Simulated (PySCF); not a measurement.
Ligand exchange on a metal centre used in film growth or etching (Ti OH-H). Gas-phase values, no solvent. One relaxed conformer stands for each flexible species; it need not be the lowest.

Quantity: redistribution energy (mixed species minus the weighted end members), in kcal/mol.

Level 1: PBE-D3(BJ)/def2-TZVP // r2SCAN-D4/def2-SVP (PySCF)
Level 2: PBE/6-31G* (LANL2DZ on Ti) // r2SCAN-D4/def2-SVP (PySCF)
Level 3: SVWN5/6-31G* (LANL2DZ on Ti) // r2SCAN-D4/def2-SVP (PySCF)
Level 4: HF/STO-3G // r2SCAN-D4/def2-SVP (PySCF)

| species | level 1 | level 2 | level 3 | level 4 |
|---|---|---|---|---|
| 3 of 4 OH replaced by H: [Ti(OH)(H)3] | -7.11 | -6.79 | -9.19 | -13.3 |
| 2 of 4 OH replaced by H: [Ti(OH)2(H)2] | -11.0 | -10.9 | -13.9 | -17.1 |
| 1 of 4 OH replaced by H: [Ti(OH)3(H)] | -9.76 | -10.6 | -12.6 | -10.8 |
